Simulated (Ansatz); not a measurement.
Input for Ansatz (a program for electronic structure): R-B3LYP-D3(BJ)/def2-TZVP on C2H6FN (a complex).

Ansatz 0.2 input:
```yaml
crystal:
  periodic: [false, false, false]
  atoms:
    - {symbol: N, position_ang: [-0.07216587, -0.08938875, 0.71530008]}
    - {symbol: H, position_ang: [0.68297204, 0.35498328, 1.22633082]}
    - {symbol: H, position_ang: [0.31795208, -0.89516500, 0.24127034]}
    - {symbol: H, position_ang: [-0.38165397, 0.56251357, 0.00446504]}
    - {symbol: C, position_ang: [-0.94150269, -0.32807871, 3.82672342]}
    - {symbol: C, position_ang: [0.11307316, 0.14959210, 4.44787290]}
    - {symbol: F, position_ang: [1.18986766, 0.59758470, 3.77119919]}
    - {symbol: H, position_ang: [-0.97891691, -0.37815235, 2.74993005]}
    - {symbol: H, position_ang: [-1.78541626, -0.67929036, 4.38981111]}
    - {symbol: H, position_ang: [0.25781559, 0.24286599, 5.51487840]}
basis:
  gaussian:
    orbitals: def2-TZVP
hamiltonian:
  xc: b3lyp
  dispersion: d3bj
relax: {f_tol: 0.004, max_steps: 120}
scf: {lower_state_search: off}
```

### Question
What total energy does the run end on?

### Answer
-234.5021 hartree.

### Question
How many basis functions does it have, and what does it roughly cost on one machine?

### Answer
160 functions; very roughly 21 core-seconds.
